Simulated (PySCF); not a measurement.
# Unknown compound

An unknown has the formula C7H7BF2. Its calculated NMR data are:

¹H NMR (400 MHz, computed): δ 8.78 (m, 1H), 8.67 (m, 1H), 8.41 (m, 1H), 8.27 (m, 1H), 8.00 (m, 1H), 6.53 (br, 1H), 6.49 (m, 1H).

¹³C{¹H} NMR (computed): δ 167.9 (CH), 164.1 (CH), 155.0 (CH), 153.9 (CH), 149.7 (C), 143.8 (CH), 120.9 (CH).

[PySCF 2.14.0 with density-fitted response routines: σ from GIAO-PBE0/pcSseg-1; PBE0-D3(BJ)/def2-SVP structure; in vacuum; averaged over atoms made equivalent by symmetry, fast rotation or ring inversion; a single conformation; non-relativistic Hamiltonian]

Chemical shifts δ = σref − σ; TMS for ¹H (31.27 ppm), ¹³C (184.41 ppm), all at this level.

Propose a structure and justify it.

## Answers


7 carbon signals for 7 carbons: no two carbons are equivalent. Carbon types of the structure: 1 × C, 6 × CH, leaving 1 H on heteroatoms. δC 167.9, 164.1, 155.0, 153.9, 143.8: alkene CH. δC 149.7: fully substituted alkene carbon; an sp2 carbon of a C=C bond. δC 120.9: allylic sp3 CH bonded to 2 F; 2 electronegative neighbours deshield it. δH 8.78, 8.67, 8.41, 8.27, 8.00: hydrogen on an alkene CH. δH 6.53: hydrogen on a boron bonded to 2 C, in a 7-membered ring. δH 6.49: hydrogen on an allylic sp3 CH bonded to 2 F; its carbon carries F, which withdraws density.

The compound is `C(F)(F)C1=CC=CBC=C1`.

This is the structure that produced the data.

Hydrogens on boron are broadened and split by ¹¹B (spin 3/2, 80 %) and 10B (spin 3). A carbon bonded to boron is broadened by the quadrupolar boron nucleus and is often missing from a measured spectrum. Splittings by ¹⁹F in the carbon and heteronuclear signals aren't shown, as no couplings were computed. Shifts are as computed. Against solution values, carbons near 30 ppm lie about +2 ppm off and those near 130 ppm about +5 ppm. Of 1211 compounds with measured shifts, 218 miss one by over three times the rms of a fit or turn the order of signals round; such compounds aren't used in these exercises. No couplings were computed; multiplicities are counted from neighbouring protons, with m where these are inequivalent, close in shift, in a saturated or five-membered ring or joined by F or P, and br s for small geminal =CH2 splittings.
